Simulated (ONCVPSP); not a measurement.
# Ni: variants of one ONCV potential

Base potential:

* Element: Ni
* Generator: ONCVPSP 4.0.1
* Type: optimised norm-conserving Vanderbilt (ONCV)
* Functional: PBEsol
* Relativity: scalar-relativistic
* Frozen core: [Ne]
* Valence charge: 18
* Reference configuration: 3s2 3p6 3d8 4s2
* Partial waves: 3s+4s: rc 1.10 bohr, ncon 5, nbas 8, qcut 13.6 1/bohr, 2 projectors; 3p: rc 0.40 bohr, ncon 3, nbas 6, qcut 20.6 1/bohr, 3 projectors, debl 3.7 Ha; 3d: rc 1.05 bohr, ncon 5, nbas 9, qcut 16.4 1/bohr, 2 projectors, debl 3.8 Ha
* Local potential: polynomial inside 0.30 bohr (lpopt 5, dvloc0 0 Ha)
* Core correction: Teter function, parameters optimised by the program

Cutoffs, loose and tight: the cutoffs (Ha) at which the residual kinetic energy of the hardest occupied pseudo-wave falls to 1 and 0.1 mHa per electron. They do not see the model core or the augmentation charge, which bear on the density cutoff. Test errors are all-electron minus pseudo excitation energies from the reference, over the configurations 3s2 3p6 3d8 4s1; 3s2 3p6 3d8 4s0; 3s2 3p6 3d7 4s0; 3s2 3p6 3d8 4s0 4p1. A dash means not determined; rows that change the core or the reference have their own tests.

A true bound ghost makes a file unfit for plane-wave use even where its test errors are small: the radial tests pick states by their node count and pass the ghost by.

```csv
change,outcome,bound ghosts,GHOST(+) flags above zero,largest test error (meV)
base,generated,"s, p",p,-4.2
p: qcut 19.8,generated,"s, p",p,-4.2
functional PBE,generated,"s, p",p,-4.1
d: debl 1.35,generated,"s, p",p,-4.5
d: nproj 3,generated,"s, p",p,-4.4
"local potential polynomial inside 0.30 bohr (lpopt 5, dvloc0 6.5 Ha)",generated,"s, p",p,-4.1
```

(1) What comes out with this change to the base: reference 3s2 3p6 3d8 4s1.75 4p0.25; wave 3p: rc 0.40 bohr, ncon 3, nbas 6, qcut 20.6 1/bohr, 3 projectors, debl 3.7 Ha becomes 3p+4p: rc 0.40 bohr, ncon 3, nbas 6, qcut 20.6 1/bohr, 3 projectors, debl 3.7 Ha?

(2) What comes out with this change to the base: d: rc 1.54?

Answers

(1) outcome: generated; bound ghosts: s, p; GHOST(+) flags above zero: p; largest test error (meV): -20 over the solved tests; 1 of 4 tests not solved or not reliable.

(2) outcome: generated; bound ghosts: s, p; GHOST(+) flags above zero: p, d; largest test error (meV): -10.0.
